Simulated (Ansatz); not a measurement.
`FCC(F)(C(F)F)C(F)(F)F` + H₂ → `FC(F)C(F)C(F)(F)F` + fluoromethane at 400 K and 1 bar (hydrogenolysis of a C–C bond).

Computed with Ansatz on PBE0-D4/def2-TZVP structures; ΔE is electronic, products minus reactants. CBS: MP2 limit from def2 TZ/QZ plus the TZ coupled-cluster correction, frozen cores. This one scheme is used for every species. One conformer a species, not always the lowest.

| species | CCSD(T)/CBS energy (Eh) | H − E (kJ/mol) | S (J/(mol·K)) |
| --- | --- | --- | --- |
| `FCC(F)(C(F)F)C(F)(F)F` | -852.54192 | 255.1 | 472.8 |
| H₂ | -1.17544 | 38.0 | 139.0 |
| `FC(F)C(F)C(F)(F)F` | -714.10043 | 192.2 | 421.6 |
| `CF` | -139.63461 | 117.5 | 234.3 |

H − E and S are ideal-gas, rigid-rotor, harmonic terms from PBE0-D4/def2-TZVP, for one conformer and one mirror image of each species. The MP2-based limit puts H₂ 0.8 mEh under its directly extrapolated value; such offsets cancel only in part. 1 Eh = 2625.50 kJ/mol, R = 8.31446 J/(mol·K).

**Question.** By hand: ΔE, ΔH, ΔS and ΔG.

**Answer.** ΔE = (-714.10043) + (-139.63461) − (-852.54192) − (-1.17544) = -0.01768 Eh = -46.4 kJ/mol. Δ(H − E) = 192.2 + 117.5 − 255.1 − 38.0 = 16.6, so ΔH = -29.8 kJ/mol. ΔS = 421.6 + 234.3 − 472.8 − 139.0 = 44.1 J/(mol·K). ΔG = -29.8 − 400 × (44.1)/1000 = -47.4 kJ/mol.

**Question.** By hand: the equilibrium constant, and the temperature at which ΔG would vanish if ΔH and ΔS stayed fixed.

**Answer.** log₁₀ K = −ΔG/(RT ln 10) = 6.2. ΔH and −TΔS have one sign here, so there is no such temperature.

TΔS isn't small against ΔH here. A doubt of 5 kJ/mol in ΔE shifts log₁₀ K by 0.7 here. Other conformers and mirror images would add mixing entropy, several J/(mol·K) or more a flexible species. Modes under 60 cm⁻¹, often nearly free rotors, make the harmonic entropy too high. These are equilibria of isolated gas molecules and say nothing of rates. Largest T1 diagnostic: 0.012 (customary marks: 0.02 for closed shells, 0.045 for open ones).
